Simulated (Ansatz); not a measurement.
`COB(S)Br` + CH₃OH → `COB(S)OC` + HBr  (ligand exchange at a B–Br bond)

Gas-phase electronic energies from Ansatz, PBE0-D4/def2-TZVP geometries. CCSD(T)/CBS adds triple-zeta CCSD(T) − MP2 to the extrapolated MP2 energy (def2 sets, frozen cores). This one scheme is used for every species. Functionals use def2-TZVPP. B3LYP here is the variant with VWN-RPA as its local correlation; programs differ in this. For Br outer-core shells are correlated without core-valence functions, which leaves a few kJ/mol of doubt a bond. Scalar relativity is left out up to krypton. One conformer a species, not always the lowest.

```tsv
level	ΔE (kJ/mol)	difference from CCSD(T)/CBS
PBE-D4	-44.1	4.1
r2SCAN-D4	-51.2	-3.0
PBE0-D4	-46.9	1.3
B2PLYP	-52.5	-4.3
PBE	-43.6	4.6
r2SCAN	-50.5	-2.3
B3LYP	-54.4	-6.2
MP2/def2-TZVPP	-45.5	2.7
SCS-MP2/def2-TZVPP	-49.5	-1.3
CCSD/def2-TZVPP	-54.9	-6.7
CCSD(T)/def2-TZVPP	-52.7	-4.5
HF/def2-QZVPP	-63.7	-15.5
MP2/def2-QZVPP	-43.3	4.9
SCS-MP2/def2-QZVPP	-47.6	0.6
HF/CBS(def2)	-63.8	-15.6
CCSD/CBS(def2)	-50.4	-2.2
CCSD(T)/CBS	-48.2	0
```

Largest T1 diagnostic among the species: 0.012.

In def2-TZVPP, CCSD(T) changes the Hartree–Fock value by +10.1 kJ/mol (the triples alone add +2.2 kJ/mol) and MP2 by +17.2 kJ/mol.
